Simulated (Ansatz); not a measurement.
Two isomers of C3H7NSi: A = `C[SiH](C)C#N`, B = `C#C[SiH2]CN`.

Computed with Ansatz on PBE0-D4/def2-TZVP structures; ΔE is electronic, products minus reactants. CCSD(T)/CBS is the MP2 limit (def2-TZVPP, def2-QZVPP) plus CCSD(T) − MP2 in def2-TZVPP, frozen cores. DFT in def2-TZVPP. B3LYP here is the variant with VWN-RPA as its local correlation; programs differ in this. One conformer a species, not always the lowest.

**Question.** Which is lower in electronic energy at CCSD(T)/CBS, and by how much? (Best estimate.)

**Answer.** Computed: A, by 227.4 kJ/mol.

**Question.** Give E(B) − E(A) in kJ/mol with B2PLYP, ωB97M-V, r2SCAN-D4, B3LYP, CCSD/def2-TZVPP, PBE-D4, HF/def2-TZVPP. (Estimate.)

**Answer.** Computed: B2PLYP 234.0, ωB97M-V 232.5, r2SCAN-D4 234.4, B3LYP 228.9, CCSD/def2-TZVPP 235.7, PBE-D4 225.9, HF/def2-TZVPP 239.2. None reverses the order clearly.

Largest T1 diagnostic: 0.012.
